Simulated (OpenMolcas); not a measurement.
Cu3+ among 4 point charges of -2 e arranged as a tetrahedron (Td).

* Program: OpenMolcas
* Method: CASSCF
* Basis: ANO-RCC-VDZP [5s4p2d1f]
* Scalar Hamiltonian: DKH2, point nucleus
* Active space: 8 electrons in 5 orbitals (3d)
* State averaging: 2S+1 = 3 even, 10 roots; 2S+1 = 1 even, 15 roots
* Spin-orbit coupling: RASSI with atomic mean-field integrals over the reference wave functions

All point charges move together. At R = 1.66 Å |10Dq| is 2222 cm-1, and at R = 1.93 Å it is 1217 cm-1.

Problem. A third run gives 1771 cm-1. What distance was it run at?

Solution. With a power law R^-n the two known points give n = -ln(1217 / 2222) / ln(1.93 / 1.66) = 3.99. Then R = 1.66 × (2222 / 1771)^(1/3.99) = 1.757 Å. The run was at 1.76 Å, so the estimate is off by -0.003 Å.

An orbital triplet at a regular site is open to Jahn-Teller coupling, which can distort the site and quench the lowest spin-orbit gaps and is left out. Without dynamic correlation the repulsion within the d shell is too large (B by tens of per cent), so at a given field states of lower spin stand too high. The ground term spreads over less than 5000 cm-1, several times less than with real ligands, so orbital moments are less quenched and χT lies further from the spin-only value than at real sites. This is an electrostatic model: the charges have no orbitals. No measured value stands beside these numbers.
